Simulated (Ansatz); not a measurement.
Molecule: C4H10O, net charge 0, singlet state. 
Structure (B3LYP-D3(BJ)/def2-TZVP (Ansatz, a program for electronic structure) minimum search):
SMILES: CC(C)CO
```xyz
15

C     -1.6569    -0.7964    -0.3856
C     -0.5228     0.0477     0.1947
C     -0.4662     1.4303    -0.4530
C      0.8014    -0.6876     0.0491
O      1.8200     0.0545     0.7163
H     -2.6169    -0.2924    -0.2622
H     -1.7250    -1.7709     0.1027
H     -1.5095    -0.9663    -1.4559
H     -0.6973     0.1753     1.2686
H     -0.3111     1.3425    -1.5325
H      0.3503     2.0219    -0.0410
H     -1.4004     1.9726    -0.2940
H      0.7135    -1.6921     0.4817
H      1.0401    -0.8001    -1.0178
H      2.6631    -0.3907     0.5888
```

Atomisation energy built up term by term with Ansatz (kcal/mol; UHF references for open shells; valence terms freeze the core; atomic spin-orbit terms are left out). CBS(X,Y): correlation extrapolated as X^-3; Hartree-Fock from the larger set.

| term | basis | kcal/mol |
|---|---|---|
| Hartree-Fock | cc-pVQZ | 1044.54 |
| CCSD correlation | CBS(cc-pVTZ,cc-pVQZ) | 335.73 |
| (T) | CBS(cc-pVTZ,cc-pVQZ) | 18.82 |
| core correlation | cc-pwCVTZ | 4.87 |
| scalar relativity (X2C) | cc-pVTZ-DK against cc-pVTZ | -1.04 |
| sum: De |  | 1402.9 |

(T) makes 1.3 % of the CCSD(T) atomisation energy; under 5 % is typical of single-reference molecules.
